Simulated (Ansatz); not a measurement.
Isolated molecules relaxed with PBE0-D4/def2-TZVP in Ansatz; ΔE leaves out vibrations. CCSD(T)/CBS is the MP2 limit (def2-TZVPP, def2-QZVPP) plus CCSD(T) − MP2 in def2-TZVPP, frozen cores. This one scheme is used for every species. DFT in def2-TZVPP. Elements past krypton have def2 core potentials. For Sn outer-core shells are correlated without core-valence functions, which leaves a few kJ/mol of doubt a bond. Each species was taken in one conformer, which may not be the lowest.

Consider the hydrogenolysis of the Si–Sn bond: `FC[SiH2][SnH2][F]` + H₂ → `FC[SiH3]` + `[F][SnH3]`.

Task: Is it downhill or uphill in electronic energy at CCSD(T)/CBS, and by how much? (Best estimate.)

Result: Ansatz gave: Uphill: ΔE = +2.1 kcal/mol.

Task: What do these levels give: PBE-D4, PBE0-D4, ωB97M-V, r2SCAN, PBE0, HF/def2-TZVPP, MP2/def2-TZVPP, SCS-MP2/def2-TZVPP, MP2/def2-QZVPP, SCS-MP2/def2-QZVPP, MP2/CBS(def2), CCSD/CBS(def2)? (An estimate is asked.)

Result: Ansatz gave: PBE-D4 4.2, PBE0-D4 2.6, ωB97M-V 0.5, r2SCAN 1.9, PBE0 1.1, HF/def2-TZVPP -6.4, MP2/def2-TZVPP 1.5, SCS-MP2/def2-TZVPP -0.5, MP2/def2-QZVPP 2.6, SCS-MP2/def2-QZVPP 0.5, MP2/CBS(def2) 3.5, CCSD/CBS(def2) 0.9 kcal/mol.

Largest T1 diagnostic among the species: 0.014.

The D4 term adds +2.6 kcal/mol with B3LYP and +1.5 kcal/mol with PBE0; it sums over pairs of atoms, weighted by their polarisabilities, and B3LYP, whose exchange is more repulsive, gets the larger term. In def2-TZVPP, CCSD(T) changes the Hartree–Fock value by +6.6 kcal/mol (the triples alone add +1.2 kcal/mol) and MP2 by +7.9 kcal/mol.

B3LYP here is the variant with VWN-RPA as its local correlation; programs differ in this.
